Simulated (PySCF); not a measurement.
A geometry optimisation on [TcNCl4]-, `[N]#[Tc-]([Cl])([Cl])([Cl])[Cl]` [radical].

Computed with PBE0-D3(BJ)/def2-SVP geometry optimisation, gas phase, def2 core potentials past Kr (PySCF 2.14.0). Start geometry: GFN2-xTB. A driver script takes a list of jobs; this job's settings line and coordinates (Å) are shown.

Input:
```
{"job": {"xc": "PBE0", "basis": "def2-SVP", "d3": "d3bj", "grid": 1, "maxiter": 40, "kind": "geom"}, "charge": -1, "multiplicity": 2}
Tc     0.000010    -0.000140     0.049480
N      0.001680    -0.005410     1.752440
Cl     2.222300     0.014520    -0.453250
Cl    -0.013630     2.224300    -0.443580
Cl    -2.223420    -0.011670    -0.447690
Cl     0.013060    -2.221590    -0.457400
```

Output:
```
step   0  E = -1975.32623274  max force = 0.129446
step   1  E = -1975.34248233  max force = 0.056472
step   2  E = -1975.34016206  max force = 0.019554
step   3  E = -1975.34333920  max force = 0.018789
step   4  E = -1975.34026347  max force = 0.083748
step   5  E = -1975.34426571  max force = 0.006241
step   6  E = -1975.34426212  max force = 0.013365
step   7  E = -1975.34431118  max force = 0.017431
step   8  E = -1975.34453111  max force = 0.000413
step   9  E = -1975.34451797  max force = 0.000661
step  10  E = -1975.34453329  max force = 0.000438
optimisation converged
```

Energies in Eh; «max force» is the largest Cartesian gradient component in Eh/bohr.

Task: How much energy does the optimisation release, in kcal/mol?

Result: E(step 0) − E(last step) = 0.018301 Eh, which is 11.5 kcal/mol.

Task: Give the first gradient maximum in eV/Å.

Result: With 1 Eh/bohr = 51.422 eV/Å, 6.656 eV/Å.

Summary of the converged run: final energy -1975.34453 Eh after 10 steps.

Task: Give the final coordinates.

Result: 0.060 Å rms from the input after alignment:
```
atom  x, y, z in Å
Tc1    0.0013   -0.0014    0.1020
N2     0.0047   -0.0093    1.6886
Cl3    2.2832    0.0142   -0.4518
Cl4   -0.0122    2.2840   -0.4376
Cl5   -2.2831   -0.0053   -0.4430
Cl6    0.0061   -2.2821   -0.4582
```

Task: Estimate the wall time. Hardware: x86-64 server, one thread, shared host.

Result: About 1.9 min.
Labels such as C1 count atoms from 1, the log's own numbers from 0.

Caution for open-shell metal species: one SCF solution and one stationary point were followed, and a lower state or a bent or distorted shape isn't ruled out.
